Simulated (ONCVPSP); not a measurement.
# Potentials for Ne compared

Generated with ld1.x 7.5 (TM, RRKJ, ultrasoft, PAW), atompaw 4.2 or ONCVPSP 4.0.1. The cutoff is in Ry: for ld1.x and atompaw files where the sum of valence levels is converged to 10 mRy in a Bessel basis, for ONCV files where the hardest occupied wave has 1 mHa per electron of residual kinetic energy. The error is the largest all-electron minus pseudo excitation energy over each file’s own four to seven test configurations (ionisations up to +4, promotions, holes and added fractions of an electron), all of which were solved. The labels leave out finer settings (local radius, basis sizes, second energies), which also bear on the numbers. Spin-polarised tests are not counted. The rows are a selection from randomly drawn settings: files with unsolved tests, undetermined cutoffs or missed reference levels are left out.

| potential | cutoff (Ry) | largest error (meV) | bound ghosts |
| --- | --- | --- | --- |
| ONCV, PBEsol, non-relativistic, rc 0.65/1.20/1.05 (spd), local smoothed, core correction yes, reference 2s2 2p6, qcut 8.2/12.8/8, projectors 1/3/2 | 577 | +1793 | none |
| ONCV, PBE, scalar-relativistic, rc 0.50/1.10 (sp), local smoothed, core correction yes, reference 2s2 2p6, qcut 10.4/9.8, projectors 2/2 | 238 | +1761 | none |
| ONCV, PBE, scalar-relativistic, rc 0.70/1.15 (sp), local smoothed, core correction yes, reference 2s2 2p6, qcut 7.7/11.4, projectors 2/2 | 617 | +1649 | none |

Q: Fill in the row for Ne: ONCV, BLYP, non-relativistic, rc 0.55/1.55 (sp), local s, core correction no, reference 2s2 2p6, qcut 10.3/10.8, projectors 0/2.

A: cutoff 252 Ry, largest error +4354 meV, bound ghosts: none.

Q: Fill in the row for Ne: ONCV, PBE, scalar-relativistic, rc 0.70/1.45/1.45 (spd), local s, core correction yes, reference 2s2 2p5, qcut 11.6/9.1/6.9, projectors 0/2/1.

A: cutoff 133 Ry, largest error +1173 meV, bound ghosts: none.

Q: Fill in the row for Ne: ONCV, PBE, scalar-relativistic, rc 0.75/1.10/1.05 (spd), local smoothed, core correction yes, reference 2s2 2p5, qcut 7.5/9.4/8.8, projectors 1/2/2.

A: cutoff 496 Ry, largest error +452 meV, bound ghosts: none.
